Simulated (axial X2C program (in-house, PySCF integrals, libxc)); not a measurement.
**BaH: from Re and ωe to a spectrum**

A bond curve at the CCSD(T) level, 2c, was computed with an in-house relativistic program for diatomic molecules (basis Ba dyall-cv3z [14s14p9d5f1g], H dyall-v3z [6s2p1d] (cores contracted in-house)) for the state Ω = 1/2 (⟨Sz⟩ = 0.50, ⟨Lz⟩ = 0.00 at HF). Its fit gives Re = 2.2492 Å, ωe = 1146.2 cm⁻¹, ωexe = 13.4 cm⁻¹ and αe = 6.236e-02 cm⁻¹; the masses are 137.9052 and 1.0078 u. Two-component means X2C with spin–orbit coupling and atomic mean-field Coulomb and Gaunt terms.

Correlated methods: 11 electrons correlated (number of frozen shells: Ba 4 s, 3 p, 2 d; H none), 229 virtual spin orbitals or spinors in MP2, 90 natural virtuals in coupled cluster.

(1) Find the reduced mass, Be and the force constant.

(2) Estimate De from a Morse curve and compare with the computed well depth of 1.977 eV to Ba + H.

(3) A Morse curve ties αe to the other constants (Pekeris). How well does that hold?

(4) Estimate the centrifugal constant by the Kratzer relation.

(5) Where do the fundamental and the first overtone lie?

The state is one determinant whose occupation by symmetry is held fixed; it was picked as the lowest of a PBE0 search that is not exhaustive. De is counted from the lowest determinant-based energies of the atoms at the same level, without counterpoise correction. Coupled cluster ran in a truncated set of natural virtual spinors; the MP2 energy of the rest was added. (T) has no such correction and the atoms are truncated less, which lowers De at CCSD(T) by a hundredth of an eV or more.

Answers

(1) From the CCSD(T) values: μ = 1.0005 u. Be = 16.8576/(μ Re²) = 3.331 cm⁻¹. k = 5.8918×10⁻⁷ μ ωe² = 0.774 mdyn/Å.

(2) De(Morse) = ωe²/(4ωexe) = 3.039 eV against 1.977 eV computed, a ratio of 1.54. The extrapolation overshoots: the well softens faster than a Morse curve, or the lowest atomic limit lies below the one to which the curve heads.

(3) αe(Morse) = 6Be²/ωe × (√(ωexe/Be) − 1) = 5.841e-02 cm⁻¹; the CCSD(T) curve gives 6.236e-02 cm⁻¹, a ratio of 0.94.

(4) D = 4Be³/ωe² = 1.12e-04 cm⁻¹.

(5) ν(1←0) = ωe − 2ωexe = 1119.4 cm⁻¹; ν(2←0) = 2ωe − 6ωexe = 2212.0 cm⁻¹.
